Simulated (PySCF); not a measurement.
# Broadened absorption spectrum of C4HF3O2

Species: C4HF3O2.
Bonds: O1–C2 (double), C2–C3, C3–O4 (double), C3–C5, C5–F6, C5–C7 (double), C7–F8, C7–F9. Hydrogens: H10 on C2.

Computed with TDDFT B3LYP/def2-SVPD, vertical, gas phase, core orbitals frozen in the response in PySCF. Isolated species at its GFN2-xTB geometry (one conformer only). Torsions of this conformer, `[O:1]=[CH:2][C:3](=[O:4])[C:5]([F:6])=[C:7]([F:8])[F:9]`: O1–C2–C3–O4 180°, C2–C3–C5–F6 0°.

Computed states:

```csv
state,E (eV),f
S1,2.51,0.0000
S2,4.10,0.102
S3,4.15,0.0002
S4,5.12,0.0001
S5,6.55,0.202
S6,6.80,0.026
S7,6.89,0.0002
S8,6.94,0.0084
```

Each state is given a Gaussian of 0.5 eV full width at half maximum, with ε(max) = 2.175×10⁸ f / Δν̃ (Δν̃ the width in cm⁻¹). The width is an assumption, not a result. The curve ends short of the highest state used, and states not computed would add to its high-energy end.

Task: Give the broadened spectrum and its maxima.

Result: 
```tsv
λ (nm)	ε (L mol⁻¹ cm⁻¹)
195.4	6917
204.7	722
214.0	19
223.2	1
232.5	4
241.8	7
251.1	7
260.4	45
269.6	353
278.9	1477
288.2	3518
297.5	5244
306.7	5303
316.0	3885
325.3	2173
334.6	972
343.9	361
353.1	116
362.4	33
371.7	8
381.0	2
390.2	0
399.5	0
408.8	0
418.1	0
427.4	0
436.6	1
445.9	1
455.2	1
464.5	2
473.7	2
483.0	2
492.3	2
501.6	2
510.9	2
520.1	2
529.4	2
538.7	1
548.0	1
557.3	1
566.5	1
575.8	1
585.1	0
594.4	0
603.6	0
612.9	0
622.2	0
631.5	0
640.8	0
650.0	0
659.3	0
668.6	0
677.9	0
687.1	0
696.4	0
705.7	0
```

Maxima: 302 nm (4.10 eV), ε about 5500, made up of S2 (100%); 243 nm (5.11 eV), ε about 7.1, made up of S4 (99%) (hardly more than a shoulder) (ε in L mol⁻¹ cm⁻¹; maxima over ε = 5, shares over 10%). At its high-energy end, 6.34 eV, the curve is still rising (ε about 6800, from S5).

Task: What would ε be at 4.10 eV, the highest of these maxima, with half the width (0.25 eV)?

Result: About 11000 L mol⁻¹ cm⁻¹ against 5510, a factor of about 2.00; a lone state at its own centre would give exactly 2.

Task: Does any computed singlet lie in the visible range?

Result: S1 lies in the visible range (380 to 750 nm), at 495 nm, dark in the vertical dipole picture (f under 0.0005); light of that wavelength is blue-green, and its complementary colour is red; a Tamm–Dancoff triplet lies at 620 nm, without intensity as long as spin–orbit coupling is left out.

Task: Coming from long wavelengths, where does ε first pass 100 L mol⁻¹ cm⁻¹?

Result: At about 354 nm (3.50 eV), 0.99 eV above S1.
